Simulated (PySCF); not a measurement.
# Computed records: CH₂AlBO, AlBFH₂O, CH₈Si₂, CH₇BOSi and others

Computed with PySCF 2.14.0. Calculation on a computer-drawn molecule: optimised geometry and harmonic frequencies of an isolated molecule of the commonest isotopes, restricted reference for singlets and unrestricted otherwise, frozen core in MP2.

Common to all runs: multiplicity 1; method HF; basis cc-pV(D+d)Z.

(1) CH₂AlBO

Start structure:
```xyz
6
CH2AlBO
O     -1.6352     0.1476    -2.0095
B     -1.3392    -0.8379    -1.3432
C     -0.9256    -2.0274    -0.6003
Al     0.8119    -3.0784    -0.9381
H     -1.7896    -2.7579    -0.6892
H     -0.9356    -1.8332     0.5576
```

* charge: 0
* rotational constants: 23, 2.745, 2.491 GHz
* total energy: -380.5546 hartree
* convergence status largest gradient component: 2.287e-05 hartree/bohr

Drawn bonds:
```tsv
atom	other atom	order
1	2	2
2	3	1
3	4	1
3	5	1
3	6	1
```

Optimised structure:
```xyz
6
CH2AlBO
O     -1.5474     0.1330    -2.0167
B     -1.3337    -0.8316    -1.3460
C     -0.9846    -2.0754    -0.5330
Al     0.7831    -2.9861    -1.0019
H     -1.7836    -2.8196    -0.6573
H     -0.9472    -1.8074     0.5321
```

Modes:
```tsv
frequency (cm⁻¹)	reduced mass (dalton)
115.4	11.88
358.8	1.866
458.9	11.57
543.7	1.844
572.8	3.26
878.9	2.886
1042	1.935
1059	1.289
1478	1.108
2124	12.03
3142	1.059
3196	1.099
```

(2) AlBFH₂O

Start structure:
```xyz
6
AlBFH2O
O      1.6214     2.2630    -0.7080
B      1.0532     1.4217    -0.0306
Al     0.2333    -0.2682     1.2375
F      1.1217    -1.4636     0.8428
H      2.1204     2.8162    -1.3136
H     -0.9381    -0.0487     2.1965
```

- charge: 1
- rotational constants: 17.35, 2.533, 2.21 GHz
- total energy: -441.9206 hartree
- convergence status largest gradient component: 1.575e-05 hartree/bohr

Drawn bonds:
```tsv
atom	other atom	order
1	2	1
2	3	1
3	4	1
1	5	1
3	6	1
```

Optimised structure:
```xyz
6
AlBFH2O
O      1.5128     2.3786    -0.6568
B      1.0757     1.4305     0.0022
Al     0.2436    -0.2330     1.2163
F      1.1564    -1.5115     0.7818
H      2.1560     2.6571    -1.3039
H     -0.9325    -0.0013     2.1851
```

Modes:
```tsv
frequency (cm⁻¹)	reduced mass (dalton)
118.1	6.623
154.1	1.256
268.3	3.101
321	2.214
392.3	1.883
411.1	9.7
486.1	1.426
623.5	1.139
900.7	17.16
1827	9.088
2162	1.047
4048	1.076
```

(3) CH₈Si₂

Start structure:
```xyz
11
CH8Si2
Si     0.4329     1.8800    -1.3814
C      0.2771     0.6435     0.1333
Si    -0.0308     1.3817     1.8091
H      1.6385     2.7283    -1.0374
H     -0.7401     2.5874    -1.4659
H      0.6819     1.1305    -2.5539
H      1.2337    -0.0110     0.1208
H     -0.4763    -0.0925    -0.1566
H     -0.1196     0.2894     2.8581
H      1.0867     2.2527     2.1642
H     -1.2733     2.0838     1.8299
```

* charge: 0
* rotational constants: 18.98, 2.814, 2.64 GHz
* total energy: -620.4010 hartree
* convergence status largest gradient component: 3.654e-05 hartree/bohr

Drawn bonds:
```tsv
atom	other atom	order
1	2	1
2	3	1
1	4	1
1	5	1
1	6	1
2	7	1
2	8	1
3	9	1
3	10	1
3	11	1
```

Optimised structure:
```xyz
11
CH8Si2
Si     0.4704     1.8330    -1.3288
C      0.3061     0.6226     0.1069
Si    -0.0167     1.3451     1.8178
H      1.6095     2.7546    -1.1015
H     -0.7656     2.6395    -1.4722
H      0.7035     1.1012    -2.5971
H      1.2250     0.0260     0.1567
H     -0.5055    -0.0769    -0.1266
H     -0.1169     0.2615     2.8248
H      1.0859     2.2540     2.2139
H     -1.2850     2.1131     1.8262
```

Modes:
```tsv
frequency (cm⁻¹)	reduced mass (dalton)
90.28	1.021
151.7	1.22
182.9	3.232
483.1	1.049
564.9	2.653
611.1	1.082
615.9	1.128
793.2	2.561
821.1	1.622
889.8	1.505
1004	1.085
1028	1.042
1033	1.031
1035	1.045
1038	1.037
1049	1.11
1112	1.051
1185	1.54
1501	1.088
2296	1.05
2297	1.05
2300	1.051
2304	1.051
2306	1.018
2316	1.02
3162	1.06
3212	1.101
```

(4) CH₇BOSi

Start structure:
```xyz
11
CH7BOSi
C      0.6243     0.6043    -0.8852
B     -0.1852     0.2922     0.3828
O     -1.0812     1.2403     0.8561
Si    -1.7955     2.6634     0.9051
H      0.4619    -0.0683    -1.6874
H      0.4686     1.6426    -1.2863
H      1.7358     0.5388    -0.6504
H     -0.1408    -0.6837     0.9162
H     -1.4918     3.0562     2.1961
H     -1.3792     3.5561    -0.1947
H     -3.2401     2.2602     0.7923
```

* charge: 0
* rotational constants: 14.11, 3.187, 2.725 GHz
* total energy: -430.5216 hartree
* convergence status largest gradient component: 2.461e-05 hartree/bohr

Drawn bonds:
```tsv
atom	other atom	order
1	2	1
2	3	1
3	4	1
1	5	1
1	6	1
1	7	1
2	8	1
4	9	1
4	10	1
4	11	1
```

Optimised structure:
```xyz
11
CH7BOSi
C      0.7620     0.7746    -0.6854
B     -0.4003     0.1879     0.2109
O     -1.3827     0.9412     0.7680
Si    -1.8359     2.5329     0.8214
H      0.7715     0.2659    -1.6559
H      0.7142     1.8523    -0.8627
H      1.7279     0.5470    -0.2193
H     -0.4428    -0.9960     0.4348
H     -0.7609     3.3517     1.4203
H     -2.1266     3.0287    -0.5403
H     -3.0495     2.6159     1.6529
```

Modes:
```tsv
frequency (cm⁻¹)	reduced mass (dalton)
61.75	1.096
79.66	1.037
124.4	3.691
182.3	2.471
446.8	2.512
692	1.106
713.4	3.214
785.5	1.191
788.7	1.309
874.7	1.91
1038	1.066
1039	1.06
1060	1.748
1061	1.135
1076	2.091
1236	1.436
1391	2.445
1459	1.658
1557	1.052
1563	1.119
2322	1.052
2329	1.037
2352	1.032
2669	1.092
3156	1.039
3216	1.096
3241	1.102
```

(5) C₂H₈AlN

Start structure:
```xyz
12
C2H8AlN
C     -2.1333    -0.7781    -0.3790
C     -1.4511    -1.0993    -1.6402
N      0.0313    -1.4240    -1.3502
Al     0.6069    -1.5416     0.3309
H     -3.1961    -0.4596    -0.5076
H     -2.0873    -1.7024     0.2612
H     -1.6113    -0.0332     0.2378
H     -1.4481    -0.2228    -2.3089
H     -1.9591    -1.8102    -2.1333
H      0.4876    -1.6748    -2.1778
H      0.5369    -2.8643     1.1782
H      1.2952    -0.3614     1.0055
```

- charge: 0
- rotational constants: 12.31, 3.307, 2.694 GHz
- total energy: -376.7865 hartree
- convergence status largest gradient component: 1.964e-05 hartree/bohr

Drawn bonds:
```tsv
atom	other atom	order
1	2	1
2	3	1
3	4	1
1	5	1
1	6	1
1	7	1
2	8	1
2	9	1
3	10	1
4	11	1
4	12	1
```

Optimised structure:
```xyz
12
C2H8AlN
C     -2.2301    -0.5273    -0.4125
C     -1.4388    -1.1309    -1.5615
N     -0.1328    -1.6292    -1.1597
Al     0.7797    -1.7099     0.3538
H     -3.1979    -0.1704    -0.7715
H     -2.4142    -1.2620     0.3752
H     -1.7039     0.3203     0.0332
H     -1.3257    -0.3719    -2.3445
H     -2.0291    -1.9415    -2.0045
H      0.3465    -2.0167    -1.9546
H      2.2098    -2.3741     0.2480
H      0.2080    -1.1581     1.7154
```

Modes:
```tsv
frequency (cm⁻¹)	reduced mass (dalton)
93.47	1.493
198.4	3.256
234.1	1.226
323	1.188
435.3	1.748
603.8	1.09
606.9	1.782
654.2	1.192
726.9	2.984
850.3	1.151
866.2	1.101
985.7	2.093
1153	1.659
1245	2.405
1250	1.527
1405	1.108
1448	1.497
1512	1.255
1580	1.411
1589	1.039
1596	1.063
1627	1.091
1986	1.052
2005	1.033
3140	1.058
3161	1.106
3176	1.038
3250	1.103
3251	1.104
3756	1.074
```

(6) BH₂O₂Si

Start structure:
```xyz
6
BH2O2Si
O     -1.3751     3.3321    -1.0295
B     -0.8997     2.2710    -0.8007
O     -0.4117     1.1165    -0.4077
Si     0.1157    -0.2748    -0.0015
H      0.4601    -1.2022    -1.0998
H      0.3878    -0.4033     1.3745
```

* charge: 1
* rotational constants: 117, 2.581, 2.525 GHz
* total energy: -464.3239 hartree
* convergence status largest gradient component: 3.462e-06 hartree/bohr

Drawn bonds:
```tsv
atom	other atom	order
1	2	2
2	3	1
3	4	1
4	5	1
4	6	1
```

Optimised structure:
```xyz
6
BH2O2Si
O     -1.3682     3.2780    -1.2622
B     -0.9295     2.3050    -0.7634
O     -0.4281     1.1905    -0.2031
Si     0.1668    -0.2430     0.0185
H      0.3848    -1.0816    -1.1501
H      0.4513    -0.6096     1.3956
```

Modes:
```tsv
frequency (cm⁻¹)	reduced mass (dalton)
51.83	5.934
120.4	3.181
509.2	10.33
528.5	11.37
675	6.699
741.2	1.276
802.1	1.16
1016	1.081
1330	15.12
2277	12.12
2451	1.025
2511	1.064
```
